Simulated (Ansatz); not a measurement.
Molecule: sum formula SiOBr$_{3}$, net charge -1, singlet state. It need not be the lowest isomer of its formula. Whether it binds its extra electron was not tested at this geometry. 
Structure (B3LYP-D3(BJ)/def2-TZVP (Ansatz, a first-principles code) minimum search):
```
Si
O 1 1.5287
Br 1 2.3019 2 116.04
Br 1 2.3019 2 116.04 3 -120.00
Br 1 2.3019 2 116.04 4 -120.00
```
Charge -1, spin multiplicity 1.

Basis-set convergence of Hartree-Fock and MP2 correlation energies (hartree) with Ansatz. Correlated levels leave the core frozen unless marked. No spin-orbit coupling. The frozen core is the preceding noble-gas configuration, with the filled d and f shells of earlier blocks. Non-relativistic.

```csv
basis,functions,E(HF),"E(corr, MP2)"
def2-SVPD,170,-8080.20462,-0.68015
def2-TZVPPD,259,[?],[?]
```

Task: Fill in the missing entries.

Result: 
- def2-TZVPPD, E(HF): -8081.34461
- def2-TZVPPD, E(corr, MP2): -0.85135
